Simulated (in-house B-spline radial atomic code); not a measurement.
Results of a calculation; reference values are marked as such.
Making a Troullier-Martins p channel for B, r_c = 2.95 bohr

B, [He] 2s2 2p1, non-relativistic LDA (VWN5), spherical and spin-unpolarised, from an all-electron radial atomic-structure program (B-spline basis) (atomic units). The all-electron 2p level is ε = -0.136603 hartree and its outer maximum at 1.56 bohr.

Inside r_c the pseudo-orbital is u(r) = r^2 exp(p(r)), with p = c0 + c2 r² + c4 r⁴ + … + c12 r¹². The seven coefficients follow from p and its first four derivatives at r_c, from zero curvature of the screened potential at the origin, c4 = −c2²/(2l + 5), and from the norm inside r_c. At r_c the all-electron orbital has P = 0.4563459, P' = -0.1629618, the screened potential V = -0.2429489, V' = 0.1646197, V'' = -0.1594662, and the norm inside is Q = 0.7549487.

**Question.** What are p, p' and p'' at r_c?

**Answer.** p = ln(P/r_c^2) = ln(0.4563459/8.7025) = -2.94811. p' = P'/P − 2/r_c = -0.35710 − 0.67797 = -1.03507. The radial equation gives p'' = 2(V − ε) − 2(2) p'/r_c − p'² = -0.21269 − (-1.40348) − 1.07137 = 0.11942. Differentiating, p''' = 2V' + 2(2)p'/r_c² − 2(2)p''/r_c − 2p'p'' = -0.061224, and p'''' = 2V'' − 4(2)p'/r_c³ + 4(2)p''/r_c² − 2(2)p'''/r_c − 2p''² − 2p'p''' = 0.041148.

For a trial c2 the five matching conditions are linear in c0, c6, c8, c10 and c12, and c2 is varied until the norm inside r_c equals Q. The root nearest zero gives:

```csv
n,c_n
0,-0.1635427
2,-0.4612815
4,-0.03039723
6,0.01708785
8,-0.002345735
10,0.0001446712
12,-3.44691e-06
```

**Question.** Check c4 and p(r_c), and find the screened pseudopotential at the origin.

**Answer.** −c2²/7 = -0.0303972, as listed. The terms c_n r_c^n are -0.16354, -4.01430, -2.30209, 11.26210, -13.45411, 7.22108, -1.49725, which sum to -2.94811. Inverting the radial equation, V_l(r) = ε + 2 p'/r + (p'' + p'²)/2, so V_l(0) = ε + (2l + 3) c2 = -0.136603 + 5 × (-0.461282) = -2.4430 hartree, finite where the all-electron potential diverges.

Orbitals and screened potentials:

```tsv
r (bohr)	P	u	V all-electron	V pseudo
0.295	0.1574	0.07097	-11.03	-2.439
0.738	0.4484	0.3574	-2.873	-2.302
1.18	0.594	0.6091	-1.355	-1.773
1.623	0.6244	0.6674	-0.772	-0.9716
2.065	0.5905	0.6063	-0.4893	-0.4014
2.508	0.5278	0.5288	-0.3351	-0.2668
2.95	0.4563	0.4563	-0.2429	-0.2429
```

Logarithmic derivatives P'/P at R = 3.25 bohr, for energies E around ε:

| E − ε (hartree) | all-electron | pseudo |
| --- | --- | --- |
| -0.5 | 0.966353 | 0.976719 |
| -0.25 | 0.6073 | 0.61704 |
| -0.1 | 0.211514 | 0.216661 |
| 0 | -0.386433 | -0.386433 |
| 0.1 | -3.85258 | -3.57051 |
| 0.25 | 1.93033 | 2.186 |
| 0.5 | 0.638864 | 0.799553 |
